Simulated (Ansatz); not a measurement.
Consider the substitution at a C–Si bond: `CC[SiH3]` + `[SiH3]NP` → `CCN([SiH3])P` + SiH₄.

Computed with Ansatz on PBE0-D4/def2-TZVP structures; ΔE is electronic, products minus reactants. CCSD(T)/CBS is the MP2 limit (def2-TZVPP, def2-QZVPP) plus CCSD(T) − MP2 in def2-TZVPP, frozen cores. This one scheme is used for every species. One conformer a species, not always the lowest.

| species | CCSD(T)/CBS(def2) energy (Eh) |
| --- | --- |
| `CC[SiH3]` | -369.99568 |
| `[SiH3]NP` | -688.33766 |
| `CCN([SiH3])P` | -766.84938 |
| SiH₄ | -291.46306 |

Work out ΔE.

ΔE = (-766.84938) + (-291.46306) − (-369.99568) − (-688.33766) = 0.02090 Eh = +54.9 kJ/mol.

Largest T1 diagnostic among the species: 0.012.

The D4 term adds −9.6 kJ/mol with B3LYP and −5.6 kJ/mol with PBE0; it sums over pairs of atoms, weighted by their polarisabilities, and B3LYP, whose exchange is more repulsive, gets the larger term. In def2-TZVPP, CCSD(T) changes the Hartree–Fock value by −10.6 kJ/mol (the triples alone add −2.8 kJ/mol) and MP2 by −9.3 kJ/mol.

B3LYP here is the variant with VWN-RPA as its local correlation; programs differ in this.
